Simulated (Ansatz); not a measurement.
Ansatz (a quantum-chemistry and plane-wave program) input (CCSD(T)/aug-cc-pV(D+d)Z):
A basis named .json is the Basis Set Exchange file of that set.

Ansatz 0.2 input:
```yaml
crystal:
  periodic: [false, false, false]
  atoms:
    - {symbol: Si, position_ang: [-0.00180428, 0.01433413, -0.02787501]}
    - {symbol: O, position_ang: [0.91452566, -0.15292699, -1.39713139]}
    - {symbol: O, position_ang: [-1.56627876, -0.10174554, -0.45676060]}
    - {symbol: O, position_ang: [0.57548474, -1.19551799, 0.91114158]}
    - {symbol: O, position_ang: [0.15748290, 1.41798801, 0.78257141]}
    - {symbol: H, position_ang: [-2.18845802, 0.50288005, -0.04356198]}
    - {symbol: H, position_ang: [0.54939091, -2.09212087, 0.56447787]}
    - {symbol: H, position_ang: [1.01461049, 1.64618296, 1.15076643]}
basis:
  gaussian:
    orbitals: aug-cc-pV_D+d_Z.json
magnetization: {spin_polarized: true, initial_magnetization: 1}
correlation: {method: ccsd_t, electrons: outside_noble_gas}
output: {forces: true}
```

Output:

```
Functional definition: HF
integrals: 0.71 GiB planned
1473 factors; integrals over basis functions are off by at most 7.8e-4 eV
0.87 GiB of device memory are held for the factors and their scratch space
mean field: 0.88 GiB planned
mean field evaluation 1: about -16058.1192 eV, gradient 3.7e1 eV
mean field evaluation 2: about -16058.1205 eV, gradient 3.7e1 eV
mean field evaluation 4: about -16063.9607 eV, gradient 3.6e0 eV
mean field evaluation 8: about -16064.1234 eV, gradient 1.8e-1 eV
mean field evaluation 16: about -16064.1296 eV, gradient 1.3e-6 eV
mean field evaluation 32: about -16064.1277 eV, gradient 4.6e-2 eV
mean field evaluation 64: about -16063.9067 eV, gradient 2.1e-1 eV
mean field evaluation 96: about -16061.8887 eV, gradient 1.1e-3 eV
mean field -16064.12964033 eV, -590.3458756241 hartree, gradient 1.3e-6 eV, S^2 0.756562; 6 other end points of the search recorded, 0 dependent functions left out
determinant -16064.12964033 eV, -590.3458756241 hartree, with singles and doubles -16087.83773983 eV, -591.2171322107 hartree
determinant -16063.90220063 eV, -590.3375173690 hartree, with singles and doubles -16087.56927556 eV, -591.2072663307 hartree
determinant -16061.88868553 eV, -590.2635220540 hartree, with singles and doubles -16085.74438373 eV, -591.1402027929 hartree
determinant -16064.12964033 eV, -590.3458756241 hartree, with singles and doubles -16087.86998242 eV, -591.2183171039 hartree
determinant -16063.90220063 eV, -590.3375173690 hartree, with singles and doubles -16087.59629059 eV, -591.2082591148 hartree
9 core orbitals not correlated
reference -16064.12964033 eV, -590.3458756241 hartree; 16, 15 occupied and 126, 127 virtual orbitals, 1473 factors
densities: 18.68 GiB planned
second order -23.00254520 eV of doubles, -0.00000000 eV of singles
coupled cluster: 6.99 GiB planned
cycle   1  -23.74034216 eV  change   -7.5e-8 eV  update   5.0e-6
cycle   2  -23.74034158 eV  change    5.8e-7 eV  update   3.8e-6
cycle   3  -23.74034091 eV  change    6.7e-7 eV  update   3.2e-6
cycle   4  -23.74034123 eV  change   -3.2e-7 eV  update   1.9e-6
cycle   5  -23.74034123 eV  change    5.1e-9 eV  update   1.5e-6
cycle   6  -23.74034132 eV  change   -9.5e-8 eV  update   1.2e-6
cycle   7  -23.74034160 eV  change   -2.8e-7 eV  update   9.2e-7
cycle   8  -23.74034179 eV  change   -1.8e-7 eV  update   8.2e-7
cycle   9  -23.74034193 eV  change   -1.4e-7 eV  update   7.7e-7
coupled cluster: 5.64 GiB planned
cycle   1  -23.74035014 eV  update   7.5e-7
cycle   2  -23.74035128 eV  change   -1.1e-6 eV  update   6.7e-7
cycle   3  -23.74035217 eV  change   -8.9e-7 eV  update   6.5e-7
cycle   4  -23.74035247 eV  change   -3.0e-7 eV  update   6.2e-7
cycle   5  -23.74035178 eV  change    6.9e-7 eV  update   5.5e-7
cycle   6  -23.74035179 eV  change   -1.0e-8 eV  update   4.1e-7
cycle   7  -23.74035214 eV  change   -3.5e-7 eV  update   3.1e-7
cycle   8  -23.74035214 eV  change    2.4e-9 eV  update   2.3e-7
cycle   9  -23.74035204 eV  change    9.2e-8 eV  update   1.6e-7
cycle  10  -23.74035214 eV  change   -9.2e-8 eV  update   1.1e-7
perturbative correction -0.66525492 eV, -0.0244476672 hartree
the calculation of the forces begins
densities: 7.97 GiB planned
0.41 GiB of device memory are held for the factors and their scratch space
Total energy: -16088.53524738 eV, -591.2427651405 hartree
Atom 0 at    -0.001804     0.014334    -0.027875 Å, force    -0.137626    -0.076599     0.365964 eV/Å
Atom 1 at     0.914526    -0.152927    -1.397131 Å, force     0.533824    -0.109183    -0.888770 eV/Å
Atom 2 at    -1.566279    -0.101746    -0.456761 Å, force    -0.625036    -0.126114    -0.355864 eV/Å
Atom 3 at     0.575485    -1.195518     0.911142 Å, force     0.299405    -0.321897     0.507689 eV/Å
Atom 4 at     0.157483     1.417988     0.782571 Å, force    -0.136163     0.651305     0.332212 eV/Å
Atom 5 at    -2.188458     0.502880    -0.043562 Å, force    -0.068839     0.107827     0.090270 eV/Å
Atom 6 at     0.549391    -2.092121     0.564478 Å, force    -0.024841    -0.121485    -0.093322 eV/Å
Atom 7 at     1.014610     1.646183     1.150766 Å, force     0.159275    -0.003854     0.041822 eV/Å
Dipole moment:    -0.050947     0.012177     0.288591 e Å
```

It need not be the lowest isomer of its formula.
